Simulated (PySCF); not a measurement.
H2Te, SMILES [TeH2+], charge +1, multiplicity 2.

Geometry: PBE0-D3(BJ)/def2-TZVPD. The def2 effective core potentials stand for the cores of Te; spin–orbit coupling is left out.

These are r2SCAN/def2-TZVPD run with PySCF values and carry that method's errors.

Gas-phase values at a fixed geometry.

Computed frontier levels, dipole moment and polarisability:
| Item | Value |
|---|---|
| α spin, highest occupied and lowest empty level | -14.43 and -8.10 eV |
| β spin, highest occupied and lowest empty level | -15.75 and -11.97 eV |
| dipole moment about the centre of nuclear charge | 0.87 D |
| mean static polarisability | 28.4 bohr³ (4.21 Å³) |
| polarisability, principal values | 24.2, 30.1, 31.0 bohr³ |
| ⟨S²⟩ | 0.757 (pure state 0.75) |
